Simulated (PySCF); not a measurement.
C8H14N2.
Numbering: `[CH3:1][c:2]1[cH:3][n:4][n:5]([C:6]([CH3:7])([CH3:8])[CH3:9])[cH:10]1`

Structure used (GFN2-xTB), in Å, numbered top down from 1:
```xyz
24
C8H14N2 angstrom
C      3.582    0.216    0.690
C      2.244   -0.026    0.081
C      1.951   -0.607   -1.163
N      0.649   -0.658   -1.372
N      0.079   -0.126   -0.297
C     -1.365   -0.011   -0.169
C     -1.815   -0.802    1.064
C     -2.012   -0.590   -1.425
C     -1.730    1.471   -0.026
C      1.004    0.268    0.604
H      4.164    0.902    0.075
H      3.472    0.647    1.683
H      4.139   -0.716    0.773
H      2.632   -0.983   -1.901
H     -2.897   -0.766    1.157
H     -1.508   -1.841    0.972
H     -1.378   -0.393    1.972
H     -1.674   -0.049   -2.304
H     -3.093   -0.514   -1.352
H     -1.733   -1.632   -1.544
H     -1.365    2.028   -0.887
H     -1.289    1.896    0.872
H     -2.809    1.586    0.031
H      0.740    0.722    1.538
```

NICS = −σ at a ghost point: NICS(0) at the centroid of the ring atoms, NICS(1) 1 Å to either side along the normal of their mean plane, zz for the tensor component along that normal. Level: GIAO PBE0/pcSseg-1 (PySCF, non-relativistic, gas phase) on the GFN2-xTB geometry, one conformer.

Ring bond lengths (Å), with Mayer bond orders in brackets: C2–C3 1.404 (1.35), C3–N4 1.319 (1.52), N4–N5 1.327 (1.24), N5–C10 1.351 (1.11), C10–C2 1.378 (1.44).

Task: What do the NICS probes read (ppm)?

Result: 
```csv
ring,type,NICS(0),"NICS(1), two faces","NICS(1)zz, two faces",rms pucker (Å),"centre to ring atoms, mean (Å)"
C2–C3–N4–N5–C10,5-membered ring with 2 N; formal bonds all aromatic,-12.8,-11.8 / -11.7,-29.3 / -29.3,0.00,1.15
```

Task: What can be read from them?

Result: 
- C2–C3–N4–N5–C10: mean NICS(1)zz -29.3 ppm, shielded, aromatic by this magnetic criterion (flat ring, no four-coordinate atom).

Task: How equal are the bonds by HOMA? Use HOMA with the parameters of Krygowski (1993).

Result: 
- C2–C3–N4–N5–C10: HOMA 0.96; the largest term is that of C2–C3, α(R − Ropt)² = 0.07. The geometric and the magnetic index point the same way.

Task: At the second NICS(1) probe listed for ring C2–C3–N4–N5–C10, 1 Å off the ring, what do the in-plane components average?

Result: The isotropic value is a third of the trace: (3 × -11.7 − (-29.3))/2 = -2.9 ppm.
